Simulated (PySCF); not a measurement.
**Dipole response of Tm⁴⁷⁺ (thulium, charge +47)**

[Ar] 3d4, high-spin 5D determinant. Calculation: PySCF 2.14, in an uncontracted even-tempered set (18 s from 10 bohr⁻², ratio 2.5; 12 p from 14 bohr⁻², ratio 2.5; 7 d from 14 bohr⁻², ratio 2.5; 4 f from 50 bohr⁻², ratio 2.7; 3 g from 75 bohr⁻², ratio 2.7); scalar relativity by spin-free X2C-1e. Coupled (time-dependent) response in atomic units; α is the mean over directions.

```json
{"method": "UHF", "mean α (bohr³)": "0.004045", "α xx, yy, zz": "0.004216, 0.004216, 0.003705", "C₆ (like pair)": "0.0003327", "S(−4)": "1.250e-05"}
{"method": "PBE0", "mean α (bohr³)": "0.004037", "α xx, yy, zz": "0.004211, 0.004211, 0.003690", "C₆ (like pair)": "0.0003323", "S(−4)": "1.243e-05"}
```

S(−4) is the Cauchy moment in α(ω) = α(0) + S(−4) ω² + …

Spin-orbit coupling is absent.

α(iu) at PBE0:

```tsv
u (hartree)	α(iu) (bohr³)
0	0.004037
3.00	0.003929
6.00	0.003648
12.0	0.002921
18.0	0.002323
24.0	0.001918
30.0	0.001646
45.0	0.001251
60.0	0.001022
90.0	0.0007308
150	0.0004178
```

A single London oscillator, α(iu) = α/(1 + u²/ω²), gives C₆ = (3/4) ω α². Matching the computed C₆ needs ω = 4 × 0.0003323 / (3 × 0.004037²) = 27.2 hartree.

For an ion, C₆ is the dispersion term alone; charge-induced terms of lower order in 1/R come first.

The components differ because the open shell of this determinant is not spherical; for a pure term their mean is the scalar polarisability.

Spin-orbit coupling is strong in this species (close to jj coupling), so the high-spin LS determinant is a model state, not a physical level.
